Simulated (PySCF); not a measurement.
**A ladder of Hamiltonians for Nd⁴²⁺ (neodymium, charge +42)**

Occupied: 1s1/2, 2s1/2, 2p1/2, 2p3/2, 3s1/2, 3p1/2, 3p3/2. Hartree-Fock calculated with PySCF 2.14 in an even-tempered Gaussian basis (20 s from 4.1 bohr⁻², ratio 2.3; 16 p from 4.9 bohr⁻², ratio 2.3), Gaussian nucleus throughout. NR is non-relativistic, sf-X2C the spin-free one-electron X2C Hamiltonian, X2C adds the bare one-electron spin-orbit term, X2C-SNSO screens it by Boettger's factors, DC is four-component Dirac-Coulomb, and the Gaunt and Breit terms are added at first order (total energies over the DC spinors, levels after relaxing the spinors in that mean field). QED terms are absent. Levels marked empty are virtual spinors of this ion; the basis has s and p functions only, so 3d, which can lie below the n = 4 levels, is absent.

```json
{"Hamiltonian": "NR", "E (hartree)": "-7777.0869", "E − E(DC) (hartree)": "335.0421", "CPU seconds": "0.79"}
{"Hamiltonian": "sf-X2C", "E (hartree)": "-8104.6091", "E − E(DC) (hartree)": "7.5198", "CPU seconds": "0.57"}
{"Hamiltonian": "X2C", "E (hartree)": "-8109.6850", "E − E(DC) (hartree)": "2.4439", "CPU seconds": "0.57"}
{"Hamiltonian": "X2C-SNSO", "E (hartree)": "-8109.3367", "E − E(DC) (hartree)": "2.7922", "CPU seconds": "0.57"}
{"Hamiltonian": "DC", "E (hartree)": "-8112.1289", "E − E(DC) (hartree)": "0.0000", "CPU seconds": "30"}
{"Hamiltonian": "DC+Gaunt", "E (hartree)": "-8103.7932", "E − E(DC) (hartree)": "8.3357", "CPU seconds": "52"}
{"Hamiltonian": "DC+Breit", "E (hartree)": "-8104.6060", "E − E(DC) (hartree)": "7.5229", "CPU seconds": "150"}
```

```csv
level (eV),NR,sf-X2C,X2C,X2C-SNSO,DC,DC+Gaunt,DC+Breit
1s1/2,-44049.4,-46300.2,-46293.6,-46294.1,-46339.0,-46213.2,-46222.5
2s1/2,-9025.8,-9632.0,-9630.1,-9630.2,-9635.8,-9622.7,-9623.6
2p1/2,-8690.6,-8876.6,-9262.4,-9248.1,-9250.5,-9229.0,-9231.1
2p3/2,-8690.6,-8876.6,-8709.2,-8714.6,-8719.2,-8704.0,-8706.2
3s1/2,-3486.7,-3662.0,-3661.5,-3661.5,-3662.8,-3659.8,-3660.1
3p1/2,-3345.9,-3414.5,-3508.6,-3505.2,-3505.7,-3500.6,-3501.3
3p3/2,-3345.9,-3414.5,-3373.2,-3374.5,-3375.5,-3371.9,-3372.6
4s1/2 (empty),-1761.5,-1828.9,-1828.8,-1828.8,-1829.3,-1828.1,-1828.3
4p1/2 (empty),-1708.0,-1737.4,-1771.1,-1769.8,-1770.0,-1768.2,-1768.4
4p3/2 (empty),-1708.0,-1737.4,-1722.6,-1723.1,-1723.4,-1722.1,-1722.4
```

```json
{"interval (eV)": "2p3/2 − 2p1/2", "X2C": "553.2", "X2C-SNSO": "533.5", "DC": "531.4", "DC+Gaunt": "524.9", "DC+Breit": "524.9"}
{"interval (eV)": "3p3/2 − 3p1/2", "X2C": "135.4", "X2C-SNSO": "130.6", "DC": "130.2", "DC+Gaunt": "128.7", "DC+Breit": "128.7"}
{"interval (eV)": "4p3/2 − 4p1/2", "X2C": "48.46", "X2C-SNSO": "46.75", "DC": "46.64", "DC+Gaunt": "46.09", "DC+Breit": "46.09"}
```

Weight of the small component: 1s1/2 0.0495, 2s1/2 0.0111, 2p1/2 0.0110, 2p3/2 0.0104, 3s1/2 0.00405, 3p1/2 0.00397, 3p3/2 0.00380, 4s1/2 0.00191, 4p1/2 0.00189, 4p3/2 0.00182.

Koopmans' value for the highest occupied level at DC+Breit: 3372.6 eV, against an ionisation energy of 3371 ± 4 eV (theoretical estimate listed by NIST; NIST Atomic Spectra Database, ionization energies); the former lacks relaxation, correlation, QED and recoil.

The whole ladder took 240 s of wall time on 1 thread of Neoverse-N1 (shared host), launched as `OMP_NUM_THREADS=1 python relrun2.py TASK.json OUT` (a driver that calls PySCF for each Hamiltonian).
